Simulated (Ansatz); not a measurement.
A run for Ansatz (a program for electronic structure): U-SVWN5/def2-TZVPP on SeH+, 2S+1 = 3, a spin state set in the input, which need not be the lowest, a point of a bond scan (R = 1.496 Å). Charge +1.

Ansatz 0.2 input:
```yaml
crystal:
  periodic: [false, false, false]
  atoms:
    - {symbol: H, position_ang: [0.00000000, 0.00000000, 0.00000000]}
    - {symbol: Se, position_ang: [0.00000000, 0.00000000, 1.49644100]}
basis:
  gaussian:
    orbitals: def2-TZVPP
    pivot_positions_ang: [[0.00000000, 0.00000000, 0.00000000], [0.00000000, 0.00000000, 1.49644100]]
hamiltonian:
  xc: {name: SVWN5}
total_charge: 1
magnetization: {spin_polarized: true, initial_magnetization: 2}
output: {forces: true, orbitals: {seedname: ./end}}
```

The head of its log:

```
WARN ansatz: RAYON_NUM_THREADS=1 ignored (pool sized by the plan → 1); use --threads N
Functional definition: SVWN5
integrals: 0.01 GiB planned
446 factors; their error is unknown
mean field: 0.13 GiB planned
mean field evaluation 1: about -65260.9430 eV, gradient 1.0e1 eV
mean field evaluation 2: about -65261.3848 eV, gradient 7.7e0 eV
```

Question: Predict the final total energy.

Answer: -2398.3177 hartree.
